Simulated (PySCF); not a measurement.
PySCF input (TPSSh/def2-TZVPD):

```python
from pyscf import gto, scf, dft

mol = gto.M(
    atom='''
    C    -1.87553168   -0.34781838    0.01992119
    O    -0.79433697    0.46619420    0.15890766
    C     0.45678478   -0.06418924   -0.04137165
    C     1.50587222    0.98798525    0.15782875
    O     0.63787662   -1.21317774   -0.33333743
    H    -2.81819570    0.13926959    0.19227537
    H    -1.72326309   -1.38039451   -0.24187567
    H     1.43906175    1.39475630    1.16794502
    H     1.34338670    1.81299421   -0.53731143
    H     2.48794116    0.55337700   -0.00386490
    ''',
    basis='def2-tzvpd',
    charge=0,
    spin=1,
    verbose=4,
)

mf = dft.UKS(mol, xc='tpssh').density_fit(auxbasis='def2-universal-jkfit')
mf.grids.level = 3
mf.conv_tol = 1e-9
mf.max_cycle = 100
mf.max_memory = 1500
mf.kernel()
if not mf.converged:
    mf = mf.newton()
    mf.kernel(mf.make_rdm1())
for _ in range(2):
    mo, _, stable, _ = mf.stability(return_status=True)
    if stable:
        break
    mf.kernel(mf.make_rdm1(mo, mf.mo_occ))
mf.analyze()
```

End of the output:

```
Extra cycle  E= -267.842794144717  delta_E= -9.32e-12  |g|= 4.42e-06  |ddm|= 7.45e-06
converged SCF energy = -267.842794144717  <S^2> = 0.75535503  2S+1 = 2.0053479
uhf_internal: lowest eigs of H = [0.29784257 0.31639275 0.34248792]
<class 'pyscf.df.df_jk.DFUKS'> wavefunction is stable in the internal stability analysis
**** SCF Summaries ****
Total Energy =                        -267.842794144716891
Nuclear Repulsion Energy =             173.015781488073287
One-electron Energy =                 -706.765473614820735
Two-electron Energy =                  265.906897982030557
Two-electron Coulomb Energy =          301.256630719780048
DFT Exchange-Correlation Energy =      -35.349732737749491
HOMO-LUMO gap [eV] =                     3.121586522618264
**** MO energy ****
                             alpha | beta                alpha | beta
MO #1   energy= -19.1224141351095  | -19.1204161370804  occ= 1 | 1
MO #2   energy= -19.0509362847781  | -19.0499352548049  occ= 1 | 1
MO #3   energy= -10.2452681575936  | -10.2443539638913  occ= 1 | 1
MO #4   energy= -10.1741919589146  | -10.1591932958844  occ= 1 | 1
MO #5   energy= -10.1312787187936  | -10.1313664962279  occ= 1 | 1
MO #6   energy= -1.10155788076003  | -1.09673877880511  occ= 1 | 1
MO #7   energy= -1.01441691158135  | -1.01141886539534  occ= 1 | 1
MO #8   energy= -0.761843803436683 | -0.756718069539264 occ= 1 | 1
MO #9   energy= -0.682601207502461 | -0.665541201789551 occ= 1 | 1
MO #10  energy= -0.556784676614772 | -0.543353448803593 occ= 1 | 1
MO #11  energy= -0.497483504835351 | -0.494701755027066 occ= 1 | 1
MO #12  energy= -0.474180929369344 | -0.471236058942514 occ= 1 | 1
MO #13  energy= -0.473175934087231 | -0.462330011875633 occ= 1 | 1
MO #14  energy= -0.42016722967562  | -0.417908604537951 occ= 1 | 1
MO #15  energy= -0.402339673209735 | -0.399663907896961 occ= 1 | 1
MO #16  energy= -0.40069879656911  | -0.391362472791117 occ= 1 | 1
MO #17  energy= -0.356323715858285 | -0.353645858156874 occ= 1 | 1
MO #18  energy= -0.345516619484492 | -0.331370469932736 occ= 1 | 1
MO #19  energy= -0.273004786820287 | -0.272052765852845 occ= 1 | 1
MO #20  energy= -0.188638091102163 | -0.073921901330575 occ= 1 | 0
MO #21  energy= -0.0183548629625676 | -0.000450760970969554 occ= 0 | 0
MO #22  energy= 0.00202898432556964 | 0.00386386182787468 occ= 0 | 0
MO #23  energy= 0.0217619408401646 | 0.0286841700279716 occ= 0 | 0
MO #24  energy= 0.0452134822469163 | 0.0469187405404002 occ= 0 | 0
MO #25  energy= 0.0534033873253769 | 0.05671641775863   occ= 0 | 0
MO #26  energy= 0.0538062607327678 | 0.0591562892739343 occ= 0 | 0
MO #27  energy= 0.0702347008728837 | 0.0718658166165672 occ= 0 | 0
MO #28  energy= 0.0862362608443914 | 0.0883643853133604 occ= 0 | 0
MO #29  energy= 0.0893147512381863 | 0.0913463037238798 occ= 0 | 0
MO #30  energy= 0.096131158589315  | 0.101376667341992  occ= 0 | 0
MO #31  energy= 0.105125603746746  | 0.109492703512007  occ= 0 | 0
MO #32  energy= 0.111598101209252  | 0.121235900982759  occ= 0 | 0
MO #33  energy= 0.126973002574424  | 0.136147609973222  occ= 0 | 0
MO #34  energy= 0.142310283885578  | 0.145508359079137  occ= 0 | 0
MO #35  energy= 0.156751226283972  | 0.160438037939237  occ= 0 | 0
MO #36  energy= 0.166777157584388  | 0.169676067978116  occ= 0 | 0
MO #37  energy= 0.175228131688396  | 0.178838096629179  occ= 0 | 0
MO #38  energy= 0.183076488857543  | 0.19288507616783   occ= 0 | 0
MO #39  energy= 0.187671176561957  | 0.197852626587912  occ= 0 | 0
MO #40  energy= 0.203012699925472  | 0.210686534376774  occ= 0 | 0
MO #41  energy= 0.210670258006135  | 0.217644363595035  occ= 0 | 0
MO #42  energy= 0.220092869385281  | 0.224923943000496  occ= 0 | 0
MO #43  energy= 0.232150584382512  | 0.23503801285835   occ= 0 | 0
MO #44  energy= 0.246734733054168  | 0.250842226703111  occ= 0 | 0
MO #45  energy= 0.252631102911579  | 0.254683783214582  occ= 0 | 0
MO #46  energy= 0.255155114233975  | 0.258896794398664  occ= 0 | 0
MO #47  energy= 0.267350439180943  | 0.27052074138614   occ= 0 | 0
MO #48  energy= 0.268614925738679  | 0.271174923490721  occ= 0 | 0
MO #49  energy= 0.287196486948183  | 0.288994247107631  occ= 0 | 0
MO #50  energy= 0.28809564910584   | 0.289900974392562  occ= 0 | 0
MO #51  energy= 0.29284163146122   | 0.300602648880139  occ= 0 | 0
MO #52  energy= 0.297308539788292  | 0.303874531572741  occ= 0 | 0
MO #53  energy= 0.30822693006387   | 0.313641838405499  occ= 0 | 0
MO #54  energy= 0.319939590010782  | 0.324639388512924  occ= 0 | 0
MO #55  energy= 0.323662177629965  | 0.327670957138492  occ= 0 | 0
MO #56  energy= 0.324530531743909  | 0.329247448743152  occ= 0 | 0
MO #57  energy= 0.333195828364568  | 0.339315854604046  occ= 0 | 0
MO #58  energy= 0.340905853270203  | 0.343838447999214  occ= 0 | 0
MO #59  energy= 0.361357180975464  | 0.365207956071377  occ= 0 | 0
MO #60  energy= 0.361491527898597  | 0.365274520415747  occ= 0 | 0
MO #61  energy= 0.366224946464373  | 0.371998763962973  occ= 0 | 0
MO #62  energy= 0.368598376521594  | 0.380754233458613  occ= 0 | 0
MO #63  energy= 0.386584309934437  | 0.389845747260144  occ= 0 | 0
MO #64  energy= 0.401074396474205  | 0.403242253645345  occ= 0 | 0
MO #65  energy= 0.410074216053366  | 0.412107828629492  occ= 0 | 0
MO #66  energy= 0.419649868094338  | 0.420870852458929  occ= 0 | 0
MO #67  energy= 0.420732955459416  | 0.42569780191792   occ= 0 | 0
MO #68  energy= 0.424579049482653  | 0.428192855632896  occ= 0 | 0
MO #69  energy= 0.443242477192363  | 0.4517394117416    occ= 0 | 0
MO #70  energy= 0.450127688712531  | 0.453305173295371  occ= 0 | 0
MO #71  energy= 0.471129816198455  | 0.474989521160932  occ= 0 | 0
MO #72  energy= 0.47723825051906   | 0.481893060087701  occ= 0 | 0
MO #73  energy= 0.499515843394145  | 0.502551876122456  occ= 0 | 0
MO #74  energy= 0.503362548933037  | 0.50789345327755   occ= 0 | 0
MO #75  energy= 0.505393742479242  | 0.515274121500599  occ= 0 | 0
MO #76  energy= 0.513374165116429  | 0.517081755098528  occ= 0 | 0
MO #77  energy= 0.558644996804445  | 0.561684392592416  occ= 0 | 0
MO #78  energy= 0.563275285338187  | 0.564631687100031  occ= 0 | 0
MO #79  energy= 0.585725702168498  | 0.589013536555528  occ= 0 | 0
MO #80  energy= 0.592178319991117  | 0.596071735179505  occ= 0 | 0
MO #81  energy= 0.602023621393094  | 0.605498350126447  occ= 0 | 0
MO #82  energy= 0.615774350637874  | 0.620839663930886  occ= 0 | 0
MO #83  energy= 0.630697072495987  | 0.634323930885586  occ= 0 | 0
MO #84  energy= 0.64161440944186   | 0.648350062397031  occ= 0 | 0
MO #85  energy= 0.660107934648854  | 0.66546118806683   occ= 0 | 0
MO #86  energy= 0.669379032147239  | 0.672937621646743  occ= 0 | 0
MO #87  energy= 0.690186360040209  | 0.692341039799148  occ= 0 | 0
MO #88  energy= 0.696231017694136  | 0.703694975371063  occ= 0 | 0
MO #89  energy= 0.698664763763705  | 0.705591361870475  occ= 0 | 0
MO #90  energy= 0.703504488557388  | 0.706981254709064  occ= 0 | 0
MO #91  energy= 0.719569251891993  | 0.730313700592964  occ= 0 | 0
MO #92  energy= 0.739630779319187  | 0.743938705869674  occ= 0 | 0
MO #93  energy= 0.740948772791052  | 0.749155549607709  occ= 0 | 0
MO #94  energy= 0.755335437257041  | 0.761042625196951  occ= 0 | 0
MO #95  energy= 0.775199519831126  | 0.778946740566662  occ= 0 | 0
MO #96  energy= 0.778613610058231  | 0.790376936745807  occ= 0 | 0
MO #97  energy= 0.784778645788888  | 0.797493327006159  occ= 0 | 0
MO #98  energy= 0.827038285998599  | 0.834113262061592  occ= 0 | 0
MO #99  energy= 0.84124546110005   | 0.855790509013903  occ= 0 | 0
MO #100 energy= 0.861222611122688  | 0.864064775359463  occ= 0 | 0
MO #101 energy= 0.900487513776726  | 0.906376888363479  occ= 0 | 0
MO #102 energy= 0.904244215915554  | 0.909853864804078  occ= 0 | 0
MO #103 energy= 0.908578892123581  | 0.912974123018403  occ= 0 | 0
MO #104 energy= 0.922836452881938  | 0.934150733453837  occ= 0 | 0
[...]
```

It need not be the lowest isomer of its formula.
